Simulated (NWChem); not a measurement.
System: BBrF2; SMILES B(F)(Br)F

```xyz
4

B      0.0000     0.0000     0.9259
F      0.0000    -1.1289     1.5898
F      0.0000     1.1289     1.5898
Br     0.0000     0.0000    -0.9756
```
Atoms are numbered in this order, from 1.

Level: PBE0/def2-SVP (NWChem), optimised geometry, unscaled harmonic frequencies. This build's default masses of Se (78.918 u) and Br (79.917 u) are each other's, which moves their modes by up to 0.6 %.

```
frequency (cm⁻¹)  IR intensity (km/mol)
----------------  ---------------------
299                                 1.4
357                                 1.8
568                                41.1
642                                49.1
1234                              506.5
1472                              310.9
```

- zero-point energy: 6.5 kcal/mol
- thermal correction to the enthalpy at 298.15 K (with zero-point energy): 9.6 kcal/mol
- heat capacity Cv: 11.5 cal/(mol K)
- entropy at 298.15 K and 1 atm (symmetry number 2): 68.6 cal/(mol K)
- dipole moment: 0.20 D

Rigid rotor and harmonic oscillator.
